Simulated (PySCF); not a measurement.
Structure problem from calculated spectra and properties.

Elements present: C, H, N and O. Monoisotopic mass: 126.0429 u.

| Property | Result |
| --- | --- |
| 1H NMR | chemical shifts (computed TMS as zero) by class: 9.66 (1 H), 7.47 (1 H), 7.24 (1 H), 4.09 (3 H) ppm [GIAO PBE0/pcSseg-1] |
| NMR, other nuclei | isotropic shieldings of nuclei other than C and H, by class: -89 (1 N), 44 (1 N), -84 (1 O), 153 (1 O) ppm [GIAO PBE0/pcSseg-1] |
| 13C NMR | chemical shifts (computed TMS as zero) by class: 170.0 (1 C), 149.3 (1 C), 131.4 (1 C), 116.7 (1 C), 53.5 (1 C) ppm [GIAO PBE0/pcSseg-1] |
| Dipole | 3.06 D [PBE0/pcSseg-1] |
| Rotational structure | rotational constants A, B, C: 4.709, 1.072, 0.878 GHz [GFN2-xTB] |

The electronic properties come from PySCF, for the isolated species, density fitting. Levels stand in brackets. The structure is a single GFN2-xTB conformer in the gas phase; no vibrational or solvent corrections. NMR values are class means; diastereotopic atoms form classes of their own.

**Question.** Which formula fits the mass and the elements?

**Answer.** C5H6N2O2 (calculated 126.0429). No other formula that holds each of these elements comes within 0.0003 u with a fitting electron parity and a possible valence count.

**Question.** What is the compound? Reason from the data.

**Answer.** Numbering: `[CH3:1][O:2][C:3](=[O:4])[c:5]1[cH:6][cH:7][nH:8][n:9]1`. Its formula, C5H6N2O2, gives 4 degrees of unsaturation: 1 ring and 3 π bonds in the structure found (Kekulé form). 5 carbons fall into 5 classes; from least to most shielded: ester carbonyl carbon [C3] (170.0 ppm), substituted aromatic carbon [C5] (149.3 ppm), aromatic CH next to a ring nitrogen [C7] (131.4 ppm), aromatic CH carbon [C6] (116.7 ppm), methoxy carbon [C1] (53.5 ppm). Hydrogen classes from least to most shielded: 1 H on a pyrrole-type nitrogen, N8 (9.66 ppm), 1 H on an aromatic CH next to a ring nitrogen, C7 (7.47 ppm), 1 H on an aromatic CH carbon, C6 (7.24 ppm), 3 H on a methoxy carbon, C1 (4.09 ppm). The other shieldings belong to: -89 ppm, pyridine-type nitrogen [N9]; 44 ppm, pyrrole-type nitrogen [N8]; -84 ppm, ester carbonyl oxygen [O4]; 153 ppm, ester single-bonded oxygen [O2]. The optimised geometry has point group Cs and is an asymmetric top. Structure: `COC(=O)c1cc[nH]n1`. Computed isomers that give other values at the same levels: `Cn1nc(O)ccc1=O` (rotational constant A: 3.208 GHz; this holds for the one conformer computed); `CC(=O)c1noc(C)n1` (rotational constant A: 4.176 GHz; this holds for the one conformer computed); `C#CC(C(N)=O)C(N)=O` (13C chemical shifts (computed TMS as zero) by class: 169.7 (2 C), 84.0 (1 C), 79.0 (1 C), 48.5 (1 C) ppm). The assignments are read from this structure; whether some other isomer fits the data as well wasn't checked.

Shape of the structure used: `[CH3:1][O:2][C:3](=[O:4])[c:5]1[cH:6][cH:7][nH:8][n:9]1`: C1–O2–C3–O4 0°, O2–C3–C5–C6 180°.
